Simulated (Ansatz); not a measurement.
A nudged elastic band was laid between two geometries of CH2FOSi (6 atoms, charge -1, multiplicity 1).

All numbers below come from RKS PBE0-D4/def2-SVP (Ansatz 0.2.0).

```yaml
movable_images: 5
climbing_image: yes
spring: 5.0 eV/Å²
optimiser: quadratic models (default)
start_path: through a guess of the saddle point
force_threshold: 0.03 eV/Å
iteration_limit: 60
end_points: relaxed
```

Image 0:

```xyz
6
Properties=species:S:1:pos:R:3
O -1.292 0.382 -1.189
Si 0.199 1.151 -0.703
C 0.751 0.000 0.529
F 0.029 -1.162 0.872
H -1.355 -0.417 -0.648
H 1.668 0.046 1.140
```

Image 6:

```xyz
6
Properties=species:S:1:pos:R:3
O -1.920 -0.148 -1.243
Si -0.561 0.265 -0.589
C 0.519 -0.355 0.626
F 0.399 -1.505 1.384
H 0.123 1.545 -1.046
H 1.440 0.198 0.868
```

Which bonds break or form, and what moves?

Bonds broken: O1–H5. Bonds formed: Si2–H5.

Give the energies along the band, and the barrier.

It converged. The highest image is number 4 of 0 to 6, 2.55 eV above the first end and 2.55 eV above the last; the last end lies 0.00 eV below the first. Beside the main top the profile has a ripple of under 15 meV (maxima at images 2, 4), which may be a very shallow well or noise. Neighbouring images differ by up to 2.3 eV, so the band resolves the path poorly. A vibrational analysis at the climbing image gives one clearly imaginary mode, 1504i cm⁻¹: a first-order saddle point. The orbitals stay closed-shell, which can raise the energy where a bond breaks towards radicals; this wasn't checked here. Limits of this set-up: an anion without diffuse functions, the dipole of an ion depends on the origin.

| image | path coordinate (Å) | energy (eV) | O1–H5 (Å) | Si2–H5 (Å) |
| --- | --- | --- | --- | --- |
| 0 | 0.00 | 0.00 | 0.97 | 2.21 |
| 1 | 0.89 | 0.23 | 0.96 | 2.32 |
| 2 | 1.79 | 0.30 | 0.96 | 2.30 |
| 3 | 2.68 | 0.29 | 0.97 | 2.06 |
| 4 | 3.57 | 2.55 | 1.51 | 1.54 |
| 5 | 4.29 | 0.62 | 2.27 | 1.50 |
| 6 | 5.00 | 0.00 | 2.66 | 1.52 |

What is the geometry of the highest image?


```xyz
6
Properties=species:S:1:pos:R:3
O -1.782 0.052 -1.055
Si -0.383 0.533 -0.342
C 0.753 -0.317 0.697
F 0.587 -1.496 1.405
H -0.844 1.022 -1.724
H 1.669 0.207 1.019
```

The band took 40 iterations and of the order of 6 core-minutes.

Time of the run: 6.4 min on 1 CPU thread of a shared host.
